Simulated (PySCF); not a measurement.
# Dipole polarisabilities along group 12, charge +1

Calculated with PySCF 2.14 for the ground configurations, without spin-orbit coupling: coupled response for Hartree-Fock and DFT. Mean α in bohr³, C₆ of like pairs in atomic units.

```
                                                                                                  species  α UHF  α PBE  α PBE0  C₆ UHF  C₆ PBE  C₆ PBE0
     Zn⁺ [Ar] 3d10 4s1 (x2c-TZVPPall with one added diffuse shell each of s, p, d, f type, spin-free X2C)  23.70  16.89   18.12   102.5   71.08    76.09
     Cd⁺ [Kr] 4d10 5s1 (x2c-TZVPPall with one added diffuse shell each of s, p, d, f type, spin-free X2C)  31.55  22.24   23.76   186.2   132.3    140.0
Hg⁺ [Xe] 4f14 5d10 6s1 (x2c-TZVPPall with one added diffuse shell each of s, p, d, f type, spin-free X2C)  24.23  19.23   19.92   173.9   146.3    149.3
```

The values depend on the diffuse functions of the basis.
